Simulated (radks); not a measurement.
Results of a calculation; reference values are marked as such.
Ionisation ladder of mercury, from Hg35+ to Hg40+. Each ion is in the ground configuration listed by NIST, and IE = E(next ion) - E(this ion). Code: a radial shooting solver on a logarithmic mesh with Libxc functionals. Model: Dirac Kohn-Sham, LDA (Slater exchange, Perdew-Wang correlation), spin-unpolarised, spherical densities, finite nucleus; open shells fill j = l - 1/2 first; Fermi nuclear charge, rms radius 5.4648 fm.

[
 {"species": "Hg35+", "configuration": "[Kr] 4d9", "E (hartree)": "-18970.3512", "IE, Delta-SCF (eV)": "1607.1", "-e(HOMO) (eV)": "1578.4", "HOMO": "4d5/2", "<r> HOMO (bohr)": "0.395", "IE, NIST (eV)": "1603", "kind": "theory", "error (eV)": "+4.1"},
 {"species": "Hg36+", "configuration": "[Kr] 4d8", "E (hartree)": "-18911.2927", "IE, Delta-SCF (eV)": "1664.8", "-e(HOMO) (eV)": "1635.8", "HOMO": "4d5/2", "<r> HOMO (bohr)": "0.392", "IE, NIST (eV)": "1661", "kind": "theory", "error (eV)": "+3.8"},
 {"species": "Hg37+", "configuration": "[Kr] 4d7", "E (hartree)": "-18850.1125", "IE, Delta-SCF (eV)": "1723.1", "-e(HOMO) (eV)": "1693.9", "HOMO": "4d5/2", "<r> HOMO (bohr)": "0.389", "IE, NIST (eV)": "1723", "kind": "theory", "error (eV)": "+0.1"},
 {"species": "Hg38+", "configuration": "[Kr] 4d6", "E (hartree)": "-18786.7888", "IE, Delta-SCF (eV)": "1782.0", "-e(HOMO) (eV)": "1752.5", "HOMO": "4d5/2", "<r> HOMO (bohr)": "0.386", "IE, NIST (eV)": "1780", "kind": "theory", "error (eV)": "+2.0"},
 {"species": "Hg39+", "configuration": "[Kr] 4d5", "E (hartree)": "-18721.3002", "IE, Delta-SCF (eV)": "1841.5", "-e(HOMO) (eV)": "1811.7", "HOMO": "4d5/2", "<r> HOMO (bohr)": "0.384", "IE, NIST (eV)": "1839", "kind": "theory", "error (eV)": "+2.5"},
 {"species": "Hg40+", "configuration": "[Kr] 4d4", "E (hartree)": "-18653.6252", "IE, Delta-SCF (eV)": "1931.0", "-e(HOMO) (eV)": "1900.4", "HOMO": "4d3/2", "<r> HOMO (bohr)": "0.374", "IE, NIST (eV)": "1928", "kind": "theory", "error (eV)": "+3.0"}
]

Reference values: NIST Atomic Spectra Database (exp. = measured, semi-emp. = semi-empirical, theory = theoretical value adopted there). The ionisation energy per charge of the ion left behind rises most, in proportion, at Hg40+ ([Kr] 4d4), from 46.038 to 47.097 eV. Spin polarisation and multiplet splitting are left out, so open shells lie too high by an amount that depends on their filling.

Beside tabulated values, note that spin-unpolarised runs miss the spin-polarisation part of the exchange energy of open shells.
